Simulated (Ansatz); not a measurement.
A nudged elastic band was laid between two geometries of Cl2F4Mo + H2O (10 atoms, charge 0, multiplicity 1).

Computed with RHF/def2-SVP (Ansatz).

```json
{
  "movable images": "5",
  "climbing image": "yes",
  "spring": "5.0 eV/Å²",
  "optimiser": "quadratic models (default)",
  "start path": "through a guess of the saddle point",
  "force threshold": "0.03 eV/Å",
  "iteration limit": "60",
  "end points": "relaxed"
}
```

First end point:

```xyz
10
Properties=species:S:1:pos:R:3
Mo -0.434 0.137 -0.415
F -0.635 -0.392 1.287
F 1.252 -0.437 -0.618
Cl 0.368 2.129 0.335
F -2.126 0.763 -0.375
Cl -1.168 -1.909 -1.094
F -0.393 0.723 -2.121
O 1.937 -1.659 1.988
H 2.744 -2.092 1.755
H 1.681 -2.022 2.822
```

Last end point:

```xyz
10
Properties=species:S:1:pos:R:3
Mo -0.074 0.536 -0.257
F 1.643 -1.783 2.166
F 1.141 0.503 1.218
Cl -0.099 2.836 -0.580
F -1.751 0.429 0.405
Cl -0.750 -2.904 -0.689
F 0.890 0.150 -1.735
O -0.002 -1.657 0.118
H 0.544 -2.000 0.839
H 1.684 -0.869 2.078
```

Q: What changes between the two ends?

A: Bonds broken: Mo1–F2, Mo1–Cl6, O8–H10. Bonds formed: Mo1–O8, F2–H10, Cl6–O8. Cl2F4Mo + H2O becomes Cl2F3HMoO + FH.

Q: What energy profile does the band end with?

A: It did not converge within its limit. The highest image is number 0 of 0 to 6, 0.0 kJ/mol above the first end and 77.7 kJ/mol above the last; the last end lies 77.7 kJ/mol below the first. The band didn't meet its force threshold, so its energies are provisional: the largest band force was still 0.08 eV/Å, and over the last iterations the top stayed at 0.00 eV. Neighbouring images lie up to 3.7 Å apart, so the band is torn or far too coarse. The orbitals stay closed-shell, which can raise the energy where a bond breaks towards radicals; this wasn't checked here.

```csv
image,path coordinate (Å),energy (kJ/mol),Mo1–F2 (Å),Mo1–Cl6 (Å),O8–H10 (Å)
0,0.00,0.0,1.79,2.28,0.95
1,2.45,-0.7,1.81,2.26,0.95
2,4.89,-0.4,1.81,2.26,0.94
3,8.62,-41.5,2.29,4.07,1.67
4,12.35,-61.3,2.38,3.58,3.92
5,16.08,-47.3,2.47,3.59,3.31
6,19.81,-77.7,3.77,3.53,2.70
```

The run took 13 min on 4 threads of Arm Neoverse V2, with other jobs on the host, peak memory 0.55 GiB.
